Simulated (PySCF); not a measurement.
**`C1N[SiH2][C@@H](C#N)[C@H]1F`, C$_{4}$H$_{7}$FN$_{2}$Si**

Molfile (atoms numbered from 1):
```
C4H7FN2Si
     RDKit          3D

 15 15  0  0  0  0  0  0  0  0999 V2000
    1.8837   -2.3992   -1.5608 N   0  0  0  0  0  0  0  0  0  0  0  0
    1.3834   -1.6622   -0.8419 C   0  0  0  0  0  0  0  0  0  0  0  0
    0.7281   -0.7715    0.0564 C   0  0  2  0  0  0  0  0  0  0  0  0
   -1.1797   -1.0014    0.1794 Si  0  0  0  0  0  4  0  0  0  0  0  0
   -1.3289    0.6319    0.6736 N   0  0  0  0  0  0  0  0  0  0  0  0
   -0.1836    1.4890    0.4447 C   0  0  0  0  0  0  0  0  0  0  0  0
    0.8323    0.6906   -0.3688 C   0  0  2  0  0  0  0  0  0  0  0  0
    0.4900    0.7989   -1.7029 F   0  0  0  0  0  0  0  0  0  0  0  0
    1.1800   -0.8799    1.0453 H   0  0  0  0  0  0  0  0  0  0  0  0
   -1.7520   -1.3742   -1.1127 H   0  0  0  0  0  0  0  0  0  0  0  0
   -1.5281   -1.9129    1.2663 H   0  0  0  0  0  0  0  0  0  0  0  0
   -2.1805    1.1120    0.9050 H   0  0  0  0  0  0  0  0  0  0  0  0
   -0.4595    2.3866   -0.1177 H   0  0  0  0  0  0  0  0  0  0  0  0
    0.2640    1.7989    1.3981 H   0  0  0  0  0  0  0  0  0  0  0  0
    1.8463    1.1013   -0.2858 H   0  0  0  0  0  0  0  0  0  0  0  0
  1  2  3  0
  2  3  1  0
  3  4  1  0
  4  5  1  0
  5  6  1  0
  6  7  1  0
  7  8  1  0
  7  3  1  0
  3  9  1  1
  4 10  1  0
  4 11  1  0
  5 12  1  0
  6 13  1  0
  6 14  1  0
  7 15  1  6
M  END
```

The calculation used TDDFT CAM-B3LYP/def2-SVPD circular dichroism and optical rotation, one conformer, gas phase in PySCF. Geometry: GFN2-xTB.

The molecule is flexible and this is one conformer; a measurement averages over conformers.

(1) Draw the ECD and absorption spectra from the lowest 8 states, each a Gaussian of half-width 0.2 eV at 1/e height.

Answers

(1) 
| E (eV) | λ (nm) | Δε (L mol⁻¹ cm⁻¹) | ε (L mol⁻¹ cm⁻¹) |
| --- | --- | --- | --- |
| 5.47 | 227 | 0.00 | 0.871 |
| 5.62 | 221 | -0.05 | 21.1 |
| 5.77 | 215 | -0.36 | 166 |
| 5.92 | 209 | -0.92 | 424 |
| 6.07 | 204 | -1.13 | 369 |
| 6.22 | 199 | -3.30 | 235 |
| 6.37 | 195 | -8.20 | 380 |
| 6.52 | 190 | -7.01 | 319 |
| 6.67 | 186 | -1.95 | 88.9 |
| 6.82 | 182 | -0.18 | 10.8 |
| 6.97 | 178 | -0.20 | 38 |
| 7.12 | 174 | -2.07 | 206 |
| 7.27 | 170 | -7.54 | 523 |
| 7.42 | 167 | -7.89 | 917 |
| 7.57 | 164 | +8.57 | 2190 |
| 7.72 | 161 | +31.76 | 4650 |

Δε uses R in velocity form, ε uses f in length form. Only the states computed contribute, so the short-wavelength end is incomplete.
